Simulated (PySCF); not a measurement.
**Identify the compound**

Molecular formula: C4H7Cl3. Simulated spectra:

1H NMR (400 MHz, computed): δ 2.38 (t, 2H), 1.87 (m, 2H), 1.06 (t, 3H).

13C{1H} NMR (computed): δ 124.6 (C), 61.2 (CH2), 24.7 (CH2), 14.9 (CH3).

Level of theory: PBE0/pcSseg-1 with gauge-including orbitals, geometry from GFN2-xTB, in PySCF (a single conformation, relativity neglected, averaged over atoms made equivalent by symmetry, fast rotation or ring inversion, no solvent).

Shifts are taken against calculated references (same method and geometry level): 1H, 13C vs TMS.

Problem. Propose a structure and justify it.

Solution. 
The formula gives 0 degrees of unsaturation. 4 carbon signals for 4 carbons: no two carbons are equivalent. Carbon types of the structure: 1 × C, 2 × CH2, 1 × CH3, which accounts for all hydrogens. δC 124.6: fully substituted sp3 carbon bonded to 3 Cl; 3 electronegative neighbours deshield it. δC 61.2, 24.7: sp3 CH2. δC 14.9: methyl carbon; a saturated carbon with 1 carbon neighbour and no heteroatom attached. δH 2.38, 1.87: hydrogen on an sp3 CH2. δH 1.06: hydrogen on a methyl carbon; far from electronegative atoms and π systems.

Structure: 1,1,1-trichlorobutane (SMILES CCCC(Cl)(Cl)Cl).

This is the structure that produced the data.

Carbons that carry Cl, above all several Cl atoms, come out too deshielded, partly because spin–orbit coupling is missing. Shifts are as computed. Against solution values, carbons near 30 ppm lie about +3 ppm off and those near 130 ppm about +5 ppm; carbons on Cl a further +6 ppm. Of 1211 compounds with measured shifts, 218 miss one by over three times the rms of a fit or turn the order of signals round; such compounds aren't used in these exercises. No couplings were computed; multiplicities are counted from neighbouring protons, with m where these are inequivalent, close in shift, in a saturated or five-membered ring or joined by F or P, and br s for small geminal =CH2 splittings.
